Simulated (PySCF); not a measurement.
Isomers of C7H11ClSi2, mass 186.009 u with the commonest isotopes. Theory: PBE0/pcSseg-1 in PySCF (dipole) on a GFN2-xTB geometry, gas phase. One conformer each, none proved a minimum here; rigid rotors.

Problem. Order these by radius of gyration √(Σ m r²/M), largest first.
A. `[CH2:1]=[C:2]([CH3:3])[C:4]#[C:5][C@@H:6]1[SiH2:7][C@H:8]1[SiH2:9][Cl:10]` with Si7–C8–Si9–Cl10 -93°
B. `[CH3:1][C:2]#[C:3][Si@@H:4]([Cl:5])[SiH:6]1[CH2:7][CH:8]=[CH:9][CH2:10]1` with C3–Si4–Si6–C7 67°
C. `[CH:1]#[C:2][SiH2:3]/[CH:4]=[CH:5]/[Si@H:6]([Cl:7])[CH2:8][CH:9]=[CH2:10]` with C2–Si3–C4–C5 1°, C4–C5–Si6–Cl7 -7°, C5–Si6–C8–C9 178°, Si6–C8–C9–C10 104°
D. `[CH:1]#[C:2][SiH2:3]/[CH:4]=[CH:5]\[Si@@H:6]([Cl:7])[CH2:8][CH:9]=[CH2:10]` with C2–Si3–C4–C5 57°, C4–C5–Si6–Cl7 152°, C5–Si6–C8–C9 -176°, Si6–C8–C9–C10 -100°
E. `[CH2:1]=[CH:2][CH2:3][C:4]#[C:5][C@@H:6]1[SiH2:7][C@@H:8]1[SiH2:9][Cl:10]` with C1–C2–C3–C4 -124°, Si7–C8–Si9–Cl10 91°

Solution. A (3.237 Å), C (3.107 Å), E (2.851 Å), B (2.814 Å), D (2.669 Å).

Problem. Order these by rotational constant B, largest first.
A. `[CH:1]#[C:2][SiH2:3]/[CH:4]=[CH:5]/[Si@H:6]([Cl:7])[CH2:8][CH:9]=[CH2:10]` with C2–Si3–C4–C5 1°, C4–C5–Si6–Cl7 -7°, C5–Si6–C8–C9 178°, Si6–C8–C9–C10 104°
B. `[CH:1]#[C:2][SiH2:3]/[CH:4]=[CH:5]\[Si@@H:6]([Cl:7])[CH2:8][CH:9]=[CH2:10]` with C2–Si3–C4–C5 57°, C4–C5–Si6–Cl7 152°, C5–Si6–C8–C9 -176°, Si6–C8–C9–C10 -100°
C. `[CH2:1]=[C:2]([CH3:3])[C:4]#[C:5][C@@H:6]1[SiH2:7][C@H:8]1[SiH2:9][Cl:10]` with Si7–C8–Si9–Cl10 -93°
D. `[CH3:1][C:2]#[C:3][Si@@H:4]([Cl:5])[SiH:6]1[CH2:7][CH:8]=[CH:9][CH2:10]1` with C3–Si4–Si6–C7 67°

Solution. B (592.4 MHz), D (473.6 MHz), A (346.1 MHz), C (290.9 MHz).

Problem. Order these by rotational constant A, largest first.
A. `[CH:1]#[C:2][SiH2:3]/[CH:4]=[CH:5]/[Si@H:6]([Cl:7])[CH2:8][CH:9]=[CH2:10]` with C2–Si3–C4–C5 1°, C4–C5–Si6–Cl7 -7°, C5–Si6–C8–C9 178°, Si6–C8–C9–C10 104°
B. `[CH3:1][C:2]#[C:3][Si@@H:4]([Cl:5])[SiH:6]1[CH2:7][CH:8]=[CH:9][CH2:10]1` with C3–Si4–Si6–C7 67°
C. `[CH2:1]=[C:2]([CH3:3])[C:4]#[C:5][C@@H:6]1[SiH2:7][C@H:8]1[SiH2:9][Cl:10]` with Si7–C8–Si9–Cl10 -93°
D. `[Cl:1][SiH2:2][C@@H:3]1[SiH2:4][C@H:5]1[C:6]#[C:7][CH:8]1[CH2:9][CH2:10]1` with Cl1–Si2–C3–Si4 -84°
E. `[CH2:1]=[CH:2][CH2:3][C:4]#[C:5][C@@H:6]1[SiH2:7][C@@H:8]1[SiH2:9][Cl:10]` with C1–C2–C3–C4 -124°, Si7–C8–Si9–Cl10 91°

Solution. D (1732 MHz), C (1632 MHz), A (1381 MHz), B (1126 MHz), E (955.0 MHz).

```json
{"SMILES": "C#C[SiH2]/C=C/[Si@H](Cl)CC=C", "point group": "C1", "Ia (u·Å²)": "365.82", "Ib (u·Å²)": "1460.06", "Ic (u·Å²)": "1765.74", "κ": "-0.89", "μa (D)": "0.69", "μb (D)": "1.66", "μc (D)": "0.02"}
{"SMILES": "CC#C[Si@@H](Cl)[SiH]1CC=CC1", "point group": "C1", "Ia (u·Å²)": "448.63", "Ib (u·Å²)": "1067.15", "Ic (u·Å²)": "1430.76", "κ": "-0.69", "μa (D)": "0.24", "μb (D)": "2.54", "μc (D)": "0.07"}
{"SMILES": "C=C(C)C#C[C@@H]1[SiH2][C@H]1[SiH2]Cl", "point group": "C1", "Ia (u·Å²)": "309.60", "Ib (u·Å²)": "1737.17", "Ic (u·Å²)": "1851.01", "κ": "-0.97", "μa (D)": "1.08", "μb (D)": "1.47", "μc (D)": "0.49"}
{"SMILES": "Cl[SiH2][C@@H]1[SiH2][C@H]1C#CC1CC1", "point group": "C1", "Ia (u·Å²)": "291.71", "Ib (u·Å²)": "1728.37", "Ic (u·Å²)": "1841.24", "κ": "-0.98", "μa (D)": "1.91", "μb (D)": "0.90", "μc (D)": "0.04"}
{"SMILES": "C=CCC#C[C@@H]1[SiH2][C@@H]1[SiH2]Cl", "point group": "C1", "Ia (u·Å²)": "529.22", "Ib (u·Å²)": "1053.31", "Ic (u·Å²)": "1440.97", "κ": "-0.57", "μa (D)": "1.15", "μb (D)": "1.76", "μc (D)": "0.14"}
{"SMILES": "C#C[SiH2]/C=C\\[Si@@H](Cl)CC=C", "point group": "C1", "Ia (u·Å²)": "523.68", "Ib (u·Å²)": "853.07", "Ic (u·Å²)": "1274.05", "κ": "-0.31", "μa (D)": "1.49", "μb (D)": "0.50", "μc (D)": "0.93"}
```
